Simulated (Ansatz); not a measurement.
Reaction (ligand exchange at a Ge–C bond): `C[C](=S)[GeH3]` + `O[SiH](O)O` → `O[SiH](O)[O][GeH3]` + `CC=S`

Program: Ansatz. Geometries: PBE0-D4/def2-TZVP. ΔE: electronic, gas phase. CBS: MP2 limit from def2 TZ/QZ plus the TZ coupled-cluster correction, frozen cores. Functionals use def2-TZVPP. For Ge outer-core shells are correlated without core-valence functions, which leaves a few kJ/mol of doubt a bond. Scalar relativity is left out up to krypton. One conformer a species, not always the lowest.

| level | ΔE (kJ/mol) |
| --- | --- |
| PBE0-D4 | -47.0 |
| PBE | -43.9 |
| HF/def2-TZVPP | -78.1 |
| HF/CBS(def2) | -80.5 |

**Question.** What does CCSD(T)/CBS give? (An estimate is asked.)

**Answer.** Ansatz gave: -48.5 kJ/mol. The listed levels differ from it by 1.5, 4.6, -29.6, -32.0 kJ/mol.

Largest T1 diagnostic among the species: 0.016.

In def2-TZVPP, CCSD(T) changes the Hartree–Fock value by +25.1 kJ/mol (the triples alone add +3.4 kJ/mol) and MP2 by +28.8 kJ/mol. From PBE to PBE0 (25 % exact exchange), in def2-TZVPP and without D4, ΔE moves by −4.4 kJ/mol.
